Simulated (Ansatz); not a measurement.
Pulling on the Se1–H2 bond in FHSe (SMILES F[SeH]) (multiplicity 1 held, fragments rigid). Energies count from the point at 1.478 Å.
Geometry at that point (charge 0, multiplicity 1):
```xyz
3

Se    -0.11561    -0.22336     0.25953
H     -0.89958    -0.95500    -0.75749
F      0.53669     0.94992    -0.89627
```

R- and RO- levels are restricted; in cc, def2 and unpolarised 6-31G sets they are followed outwards from rest. U- levels take the lowest unrestricted solution at each point, which mixes spins at long bonds. Active spaces are followed from a long bond inwards. Levels need not reach the same state.

Frozen-core correlation. Filled d and f shells under p-block atoms count as core.

Run with Ansatz (Gaussian orbitals). 

Energies in eV.

```json
[
 {"R (Å)": "1.182", "U-B3LYP/cc-pVTZ": "1.52", "R-MP2/cc-pVTZ": "1.48", "SC-NEVPT2 on CASSCF(4,3)/cc-pVTZ": "1.58", "FIC-MRCISD+Q on CASSCF(4,3)/cc-pVTZ": "1.51"},
 {"R (Å)": "1.330", "U-B3LYP/cc-pVTZ": "0.29", "R-MP2/cc-pVTZ": "0.26", "SC-NEVPT2 on CASSCF(4,3)/cc-pVTZ": "0.31", "FIC-MRCISD+Q on CASSCF(4,3)/cc-pVTZ": "0.28"},
 {"R (Å)": "1.478", "U-B3LYP/cc-pVTZ": "0.00", "R-MP2/cc-pVTZ": "0.00", "SC-NEVPT2 on CASSCF(4,3)/cc-pVTZ": "0.00", "FIC-MRCISD+Q on CASSCF(4,3)/cc-pVTZ": "0.00"},
 {"R (Å)": "1.626", "U-B3LYP/cc-pVTZ": "0.18", "R-MP2/cc-pVTZ": "0.23", "SC-NEVPT2 on CASSCF(4,3)/cc-pVTZ": "0.17", "FIC-MRCISD+Q on CASSCF(4,3)/cc-pVTZ": "0.19"},
 {"R (Å)": "1.774", "U-B3LYP/cc-pVTZ": "0.57", "R-MP2/cc-pVTZ": "0.68", "SC-NEVPT2 on CASSCF(4,3)/cc-pVTZ": "0.55", "FIC-MRCISD+Q on CASSCF(4,3)/cc-pVTZ": "0.60"},
 {"R (Å)": "1.995", "U-B3LYP/cc-pVTZ": "1.31", "R-MP2/cc-pVTZ": "1.49", "SC-NEVPT2 on CASSCF(4,3)/cc-pVTZ": "1.24", "FIC-MRCISD+Q on CASSCF(4,3)/cc-pVTZ": "1.32"},
 {"R (Å)": "2.217", "U-B3LYP/cc-pVTZ": "2.04", "R-MP2/cc-pVTZ": "2.29", "SC-NEVPT2 on CASSCF(4,3)/cc-pVTZ": "1.88", "FIC-MRCISD+Q on CASSCF(4,3)/cc-pVTZ": "1.98"},
 {"R (Å)": "2.586", "U-B3LYP/cc-pVTZ": "2.86", "R-MP2/cc-pVTZ": "3.39", "SC-NEVPT2 on CASSCF(4,3)/cc-pVTZ": "2.64", "FIC-MRCISD+Q on CASSCF(4,3)/cc-pVTZ": "2.75"},
 {"R (Å)": "2.956", "U-B3LYP/cc-pVTZ": "3.18", "R-MP2/cc-pVTZ": "4.13", "SC-NEVPT2 on CASSCF(4,3)/cc-pVTZ": "3.02", "FIC-MRCISD+Q on CASSCF(4,3)/cc-pVTZ": "3.14"},
 {"R (Å)": "3.399", "U-B3LYP/cc-pVTZ": "3.31", "R-MP2/cc-pVTZ": "4.57", "SC-NEVPT2 on CASSCF(4,3)/cc-pVTZ": "3.19", "FIC-MRCISD+Q on CASSCF(4,3)/cc-pVTZ": "3.31"},
 {"R (Å)": "3.990", "U-B3LYP/cc-pVTZ": "3.36", "R-MP2/cc-pVTZ": "4.60", "SC-NEVPT2 on CASSCF(4,3)/cc-pVTZ": "3.24", "FIC-MRCISD+Q on CASSCF(4,3)/cc-pVTZ": "3.37"},
 {"R (Å)": "4.729", "U-B3LYP/cc-pVTZ": "3.37", "R-MP2/cc-pVTZ": "4.05", "SC-NEVPT2 on CASSCF(4,3)/cc-pVTZ": "3.26", "FIC-MRCISD+Q on CASSCF(4,3)/cc-pVTZ": "3.38"}
]
```

Doubts at one or more of the structures used: a spin-contaminated determinant (U-B3LYP/cc-pVTZ); a restricted determinant that unrestricted orbitals would lower (R-MP2/cc-pVTZ); active orbitals that take no part (SC-NEVPT2 on CASSCF(4,3)/cc-pVTZ, FIC-MRCISD+Q on CASSCF(4,3)/cc-pVTZ).

Ansatz is a first-principles code.
